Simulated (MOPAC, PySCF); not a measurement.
[Zr(Cl)4], neutral singlet in the gas phase. 

Cartesian coordinates (Å):
```xyz
5

Zr     0.0056    -0.0003     0.0159
Cl    -2.0227    -1.0275    -0.5245
Cl     0.0804     2.1302    -0.9434
Cl     0.1880     0.1767     2.3392
Cl     1.7755    -1.2879    -0.8033
```
Charge 0, multiplicity 1.

All levels are single points at this geometry (TPSS-D3(BJ)/def2-SVP); Pople sets use spherical d functions. Orbital energies aren't observables, and empty levels follow the basis.

| level | HOMO (eV) | LUMO (eV) | gap (eV) | dipole (D) | vertical IE, Delta-SCF (eV) |
|---|---|---|---|---|---|
| PBE-D3(BJ)/def2-TZVP in PySCF | -8.34 | -3.57 | 4.77 | 0.00 | – |
| TPSSh-D3(BJ)/def2-TZVP in PySCF | -9.01 | -3.23 | 5.78 | 0.01 | – |
| B3LYP/6-311+G** (LANL2DZ on Zr) in PySCF | -9.58 | -3.60 | 5.98 | 0.01 | – |
| B3LYP/6-31G* (LANL2DZ on Zr) in PySCF | -9.55 | -3.52 | 6.04 | 0.01 | 11.55 |
| M06-2X/6-31G* (LANL2DZ on Zr) in PySCF | -11.17 | -2.66 | 8.51 | 0.01 | – |
| SVWN5/6-31G* (LANL2DZ on Zr) in PySCF | -8.60 | -4.12 | 4.48 | 0.00 | – |
| HF/6-31G* (LANL2DZ on Zr) in PySCF | -13.19 | -0.29 | 12.90 | 0.01 | 12.87 |
| PM6 in MOPAC | -11.03 | -2.05 | 8.98 | 0.01 | – |
| PM7 in MOPAC | -11.29 | -0.48 | 10.81 | 0.02 | – |
